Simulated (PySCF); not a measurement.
H₁₁NSi₄. Atoms are numbered in the order given.

```xyz
16

Si     2.1786     0.7951     1.1433
N      1.2747     0.6639    -0.3406
Si     0.7094    -0.7859    -1.1396
Si    -1.6244    -0.7420    -1.0256
Si    -1.9297     0.3377     1.0227
H      2.2304    -0.5622     1.7534
H      3.5754     1.2825     0.9276
H      1.5144     1.7480     2.0824
H      1.0293     1.5433    -0.7902
H      1.2109    -1.9422    -0.3424
H      1.2333    -0.9017    -2.5349
H     -2.2392    -2.1037    -1.0353
H     -2.2357     0.0687    -2.1239
H     -3.3319     0.2521     1.5284
H     -1.5657     1.7780     0.8746
H     -1.0183    -0.2788     2.0334
```
Charge 0, spin multiplicity 1.

The structure is a stationary point at ωB97X-D3(BJ)/def2-SVP. The structure was generated by enumeration, and PubChem lists no compound with its InChIKey, so it may never have been made. One conformer was computed; it need not be the lowest.

Level of theory: TDA-PBE/def2-SVPD (PySCF).

Vertical excitations. 

```json
[
 {"state": "S1", "energy (eV)": "4.78", "λ (nm)": "259", "f": "0.008", "main pairs": "HOMO→LUMO 98 %"},
 {"state": "S2", "energy (eV)": "5.27", "λ (nm)": "235", "f": "0.007", "main pairs": "HOMO→LUMO+1 95 %"},
 {"state": "S3", "energy (eV)": "5.51", "λ (nm)": "225", "f": "0.020", "main pairs": "HOMO→LUMO+2 89 %"},
 {"state": "S4", "energy (eV)": "5.59", "λ (nm)": "222", "f": "0.011", "main pairs": "HOMO→LUMO+3 91 %"},
 {"state": "S5", "energy (eV)": "5.78", "λ (nm)": "215", "f": "0.057", "main pairs": "HOMO−1→LUMO 80 %"},
 {"state": "S6", "energy (eV)": "5.93", "λ (nm)": "209", "f": "0.006", "main pairs": "HOMO→LUMO+4 89 %"},
 {"state": "T1", "energy (eV)": "4.45", "λ (nm)": "279", "f": "0", "main pairs": "HOMO→LUMO 99 %"},
 {"state": "T2", "energy (eV)": "4.99", "λ (nm)": "248", "f": "0", "main pairs": "HOMO→LUMO+1 96 %"}
]
```
Triplets are in the Tamm–Dancoff approximation.
